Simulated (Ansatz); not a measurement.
The same molecule with X = C, Si, Sn. Ansatz, PBE0-D4/def2-TZVP geometries, multiplicity 1.

Elements past krypton have def2 core potentials.

| X | molecule | mean X–B bond length / Å | mean X–H bond length / Å | mean X–N bond length / Å | HOMO–LUMO gap (PBE0/def2-TZVPP) / eV | LUMO energy (PBE/def2-TZVPP) / eV | HOMO–LUMO gap (PBE/def2-TZVPP) / eV |
| --- | --- | --- | --- | --- | --- | --- | --- |
| C | `B1CN1` | 1.562 | 1.090 | 1.467 | 7.94 | -0.76 | 5.65 |
| Si | `B1N[SiH2]1` | 1.929 | 1.486 | 1.756 | 6.75 | -1.32 | 4.66 |

Question: Give the row for X = Sn, `[BH]1[NH][SnH2]1`. (Estimate.)

Answer: Ansatz gave: 
```tsv
X	molecule	mean X–B bond length / Å	mean X–H bond length / Å	mean X–N bond length / Å	HOMO–LUMO gap (PBE0/def2-TZVPP) / eV	LUMO energy (PBE/def2-TZVPP) / eV	HOMO–LUMO gap (PBE/def2-TZVPP) / eV
Sn	`[BH]1[NH][SnH2]1`	2.246	1.717	2.174	5.29	-2.02	3.62
```

From C to Sn the mean X–B bond length rises at each step, by 0.684 Å in all; the mean X–H bond length rises at each step, by 0.627 Å in all; the mean X–N bond length rises at each step, by 0.707 Å in all; the HOMO–LUMO gap (PBE0/def2-TZVPP) falls at each step, by 2.65 eV in all; the LUMO energy (PBE/def2-TZVPP) falls at each step, by 1.26 eV in all; the HOMO–LUMO gap (PBE/def2-TZVPP) falls at each step, by 2.03 eV in all. Bonds lengthen as the atom grows down the group.
